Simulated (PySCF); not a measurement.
**Excitation energy of I(2+) by level of theory**

I(2+) [Kr] 4d10 5s2 5p3 (4S) → I(2+) [Kr] 4d10 5s1 5p3 6s1 (6S), as a difference of total energies. Calculation: PySCF 2.14, in aug-cc-pwCVTZ-DK3 (10s9p7d4f1g, 109 functions); scalar relativity by spin-free X2C-1e. Correlated levels: valence: [Kr] 4d10 frozen. The calculations carry no spin-orbit coupling.

```tsv
method	excitation energy (eV)
UHF	21.594
MP2 (valence)	22.675
SCS-MP2 (valence)	23.159
CCSD (valence)	22.806
CCSD(T) (valence)	22.848
```

Problem. How much does correlation contribute at CCSD(T) (valence)?

Solution. 22.848 − (21.594) = 1.254 eV, measured against UHF.

The promoted electron is Rydberg-like, and one or two diffuse shells describe it only roughly, which tends to raise the upper state.
